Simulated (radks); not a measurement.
Charge is removed step by step from the 4p3/2 level of the strontium ion Sr+, starting from [Ar] 3d10 4s2 4p(1/2: 2, 3/2: 4) 5s1. Calculated with a radial shooting solver on a logarithmic mesh with Libxc functionals: Dirac Kohn-Sham, PBE, spin-unpolarised, spherical densities, point nucleus.

removed (e) = 0: E - E(0) (eV) 0.000; eigenvalue (eV) -28.732; E minus straight line (eV) 0.000
removed (e) = 0.1: E - E(0) (eV) 2.933; eigenvalue (eV) -29.934; E minus straight line (eV) -0.558
removed (e) = 0.2: E - E(0) (eV) 5.987; eigenvalue (eV) -31.149; E minus straight line (eV) -0.995
removed (e) = 0.3: E - E(0) (eV) 9.163; eigenvalue (eV) -32.377; E minus straight line (eV) -1.310
removed (e) = 0.4: E - E(0) (eV) 12.463; eigenvalue (eV) -33.616; E minus straight line (eV) -1.502
removed (e) = 0.5: E - E(0) (eV) 15.887; eigenvalue (eV) -34.866; E minus straight line (eV) -1.569
removed (e) = 0.6: E - E(0) (eV) 19.437; eigenvalue (eV) -36.127; E minus straight line (eV) -1.511
removed (e) = 0.7: E - E(0) (eV) 23.113; eigenvalue (eV) -37.399; E minus straight line (eV) -1.326
removed (e) = 0.8: E - E(0) (eV) 26.917; eigenvalue (eV) -38.682; E minus straight line (eV) -1.013
removed (e) = 0.9: E - E(0) (eV) 30.849; eigenvalue (eV) -39.974; E minus straight line (eV) -0.571
removed (e) = 1: E - E(0) (eV) 34.912; eigenvalue (eV) -41.277; E minus straight line (eV) 0.000

Removing the whole electron costs 34.912 eV by Delta-SCF, against 28.732 eV from minus the eigenvalue at the starting occupation. Slater's transition state (half an electron removed) gives 34.866 eV. Integrating minus the eigenvalue over the occupation (Janak's theorem) gives 34.912 eV. The mean slope of the eigenvalue, de/dn, is 12.5 eV per electron.
